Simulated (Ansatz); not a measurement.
Molecule: SF₃ (charge +1, singlet). It need not be the lowest isomer of its formula. 
Geometry from a B3LYP-D3(BJ)/def2-TZVP (Ansatz, a quantum-chemistry and plane-wave program) optimisation:
```xyz
4

F      1.3522     0.0269    -0.1577
S     -0.0351    -0.0352     0.4446
F     -0.6573     1.1709    -0.2259
F     -0.6325    -1.1352    -0.4067
```
Charge +1, spin multiplicity 1.

Basis-set convergence of Hartree-Fock and MP2 correlation energies (hartree) with Ansatz. Cores are frozen in the correlated levels unless marked. No spin-orbit coupling. Non-relativistic.

```tsv
basis	functions	E(HF)	E(corr, MP2)
aug-cc-pV(D+d)Z	101	-695.48429	-0.75582
aug-cc-pV(T+d)Z	193	(withheld)	(withheld)
```

### Question
Some entries are withheld; supply them.

### Answer

- aug-cc-pV(T+d)Z, E(HF): -695.61012
- aug-cc-pV(T+d)Z, E(corr, MP2): -0.94752
